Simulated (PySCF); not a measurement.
C₂H₄ClNOSi, SMILES O[Si@@]1(Cl)C=NC1. Atoms are numbered in the order given.

```xyz
10

O      1.4731     0.2554    -1.3002
Si     0.2242     0.0709    -0.2309
Cl     0.8699    -1.1710     1.3183
C     -0.8454     1.5317     0.2820
N     -1.9067     1.0820    -0.2919
C     -1.5103    -0.2062    -0.9422
H      2.3708     0.0609    -1.0044
H     -0.8504     2.4777     0.8402
H     -2.1195    -1.0459    -0.5724
H     -1.6314    -0.1497    -2.0359
```

Coordinates come from a B3LYP-D3(BJ)/def2-SVP optimisation. The structure was generated by enumeration; whether it is a known compound was not checked. One conformer was computed; it need not be the lowest.

All values below come from M06-2X/def2-TZVP run with PySCF.

Isolated molecule, no solvent.

Computed frontier levels, gap, dipole moment and polarisability:
```json
{
  "highest_occupied_level": "-8.63 eV",
  "lowest_empty_level": "-0.18 eV",
  "orbital_gap": "8.45 eV",
  "dipole_moment": "1.82 D",
  "quadrupole, principal values (traceless, Buckingham form, about the centre of nuclear charge)": "-7.03, -0.57, 7.60 D·Å",
  "mean_static_polarisability": "65.1 bohr³ (9.65 Å³)",
  "polarisability_principal_values": "56.6, 61.9, 76.9 bohr³"
}
```
